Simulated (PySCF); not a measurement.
[CrF4]2-: Cr(II) (d4), charge -2. The structure is a model geometry with rigid ligands and bond lengths from ionic radii and bond length changed to 1.08 of its base value, not a minimum; coordination tetrahedral, point group Td, metal–donor distances 2.14 Å.

```
5

Cr    0.0000    0.0000    0.0000
F     1.2346    1.2346    1.2346
F    -1.2346   -1.2346    1.2346
F    -1.2346    1.2346   -1.2346
F     1.2346   -1.2346   -1.2346
```

Method (PySCF 2.14, density fitting): CASSCF(4,5) with orbitals averaged over all microstates of the shell, strongly contracted NEVPT2 on the averaged canonical orbitals; basis x2c-TZVPall on the metal, x2c-SVPall elsewhere; spin-free X2C; IEF-PCM water; spin-orbit coupling by state interaction with the mean-field operator over all roots.

Question: Which term lies lowest, and with what spin?

Answer: 5T2 (S = 2, orbital degeneracy 3), with 2.0 electrons in the lower (e-type) set and 2.0 in the upper (t2-type) set, by NEVPT2.

Question: Where do the spin-allowed transitions within the shell lie?

Answer: By NEVPT2: 5E at 3409 cm⁻¹. The strongest, at 3409 cm⁻¹, has f = 3.6e-05.

Question: Which is the lowest state of another spin?

Answer: 3T1 at 15675 cm⁻¹ by NEVPT2; CASSCF alone puts it at 17371 cm⁻¹ above the same ground state.

Question: Give the fitted ligand-field and repulsion parameters.

Answer: At CASSCF level (the NEVPT2 levels don't fit a ligand-field model well): orbital energies 0, 0, 3016, 3016, 3016 cm⁻¹; 10Dq = 3016 cm⁻¹; B = 993 cm⁻¹; C = 3726 cm⁻¹; B over its free-ion value at the same level 0.955; rms of the fit 83 cm⁻¹; ζ = 230 cm⁻¹ (free ion 239).

Question: What are the magnetic parameters?

Answer: Degenerate or low-lying orbital states mix with the ground state, so no spin-only Hamiltonian applies. The lowest spin-orbit level is 1-fold; the next lies at 14.8 cm⁻¹. μeff is 4.62 μB at 300 K and 3.08 μB at 10 K; the spin-only value is 4.90 μB.

The ground state is orbitally degenerate in this regular structure, which would distort (Jahn–Teller), so its moment is that of the undistorted model. NEVPT2 lifts 5E from 2992 to 3409 cm⁻¹; on the d shell alone such lifts tend to overshoot. Gaps between spin states lean to high spin in this active space.

The job took 4 s on one thread of Intel Xeon 6975P-C (shared host), with 104 basis functions, launched as `OMP_NUM_THREADS=1 python lf_run.py task.json out`.
